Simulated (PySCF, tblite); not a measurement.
Isomers of C4H12Si3, one GFN2-xTB conformer each. Single-point energies are computed at PBE0/pcSseg-1 (PySCF, gas phase, no added dispersion term), electronic only.

```csv
SMILES,GFN2-xTB relative energy (kJ/mol)
C#C[C@@H](C)[SiH]([SiH3])[SiH3],17.9
C#CCC[SiH]([SiH3])[SiH3],24.6
C=C[SiH2]/C([SiH3])=C\[SiH3],0.0
[SiH3]/C=C\[SiH2][SiH]1CC1,58.4
```

Conformers: `[CH:1]#[C:2][C@@H:3]([CH3:4])[SiH:5]([SiH3:6])[SiH3:7]` with C2–C3–Si5–Si6 -69°; `[CH:1]#[C:2][CH2:3][CH2:4][SiH:5]([SiH3:6])[SiH3:7]` with C2–C3–C4–Si5 -179°, C3–C4–Si5–Si6 -64°; `[CH2:1]=[CH:2][SiH2:3]/[C:4]([SiH3:5])=[CH:6]\[SiH3:7]` with C1–C2–Si3–C4 101°, C2–Si3–C4–Si5 -85°; `[SiH3:1]/[CH:2]=[CH:3]\[SiH2:4][SiH:5]1[CH2:6][CH2:7]1` with C2–C3–Si4–Si5 -81°, C3–Si4–Si5–C6 15°.

Problem. What does PBE0/pcSseg-1 give for the same structures?

Solution. 
```
                         SMILES  PBE0/pcSseg-1 E (Eh)  PBE0/pcSseg-1 (kJ/mol)  GFN2-xTB (kJ/mol)  point group
   C=C[SiH2]/C([SiH3])=C\[SiH3]           -1027.43805                     0.0                0.0           C1
     [SiH3]/C=C\[SiH2][SiH]1CC1           -1027.43624                     4.8               58.4           C1
C#C[C@@H](C)[SiH]([SiH3])[SiH3]           -1027.42520                    33.7               17.9           C1
       C#CCC[SiH]([SiH3])[SiH3]           -1027.42331                    38.7               24.6      near Cs
```

Both levels put the same isomer lowest; measured from each level's own lowest isomer, the values differ by up to 53.6 kJ/mol ([SiH3]/C=C\[SiH2][SiH]1CC1: 58.4 against 4.8). As drawn, the lowest has a C=C bond outside aromatic rings, which the highest lacks; the highest has a C≡C bond and an Si–Si bond, which the lowest lacks. Neighbours under 10 kJ/mol apart (C=C[SiH2]/C([SiH3])=C\[SiH3] and [SiH3]/C=C\[SiH2][SiH]1CC1; C#C[C@@H](C)[SiH]([SiH3])[SiH3] and C#CCC[SiH]([SiH3])[SiH3]) can change places with a better method, another conformer or zero-point energy.

Problem. Which frontier levels, dipoles and rotational constants go with these structures?

Solution. 
```csv
SMILES,"HOMO (eV, PBE0/pcSseg-1)",LUMO (eV),dipole (D),"A, B, C (MHz)"
C=C[SiH2]/C([SiH3])=C\[SiH3],-7.54,-1.35,0.48,"1440, 1002, 671.3"
[SiH3]/C=C\[SiH2][SiH]1CC1,-6.80,-1.22,0.70,"2028, 844.4, 733.7"
C#C[C@@H](C)[SiH]([SiH3])[SiH3],-7.42,-0.50,0.70,"1313, 1140, 836.1"
C#CCC[SiH]([SiH3])[SiH3],-7.77,-0.71,0.41,"1624, 770.6, 586.0"
```

Problem. What happens when harmonic zero-point energies from GFN2-xTB frequencies are added?

Solution. 
| SMILES | ZPE (kJ/mol) | electronic (kJ/mol) | with ZPE (kJ/mol) |
| --- | --- | --- | --- |
| C=C[SiH2]/C([SiH3])=C\[SiH3] | 332.5 | 0.0 | 0.0 |
| [SiH3]/C=C\[SiH2][SiH]1CC1 | 349.6 | 4.8 | 21.8 |
| C#C[C@@H](C)[SiH]([SiH3])[SiH3] | 339.4 | 33.7 | 40.6 |
| C#CCC[SiH]([SiH3])[SiH3] | 340.1 | 38.7 | 46.3 |

The zero-point energies span 17.1 kJ/mol. The order is unchanged.

Problem. As an exercise, what shares would exp(−E/RT) give at 2000 K from these electronic energies alone (no entropy, no degeneracies)?

Solution. RT = 16.629 kJ/mol: C=C[SiH2]/C([SiH3])=C\[SiH3] 50.5 %, [SiH3]/C=C\[SiH2][SiH]1CC1 37.9 %, C#C[C@@H](C)[SiH]([SiH3])[SiH3] 6.6 %, C#CCC[SiH]([SiH3])[SiH3] 4.9 %.
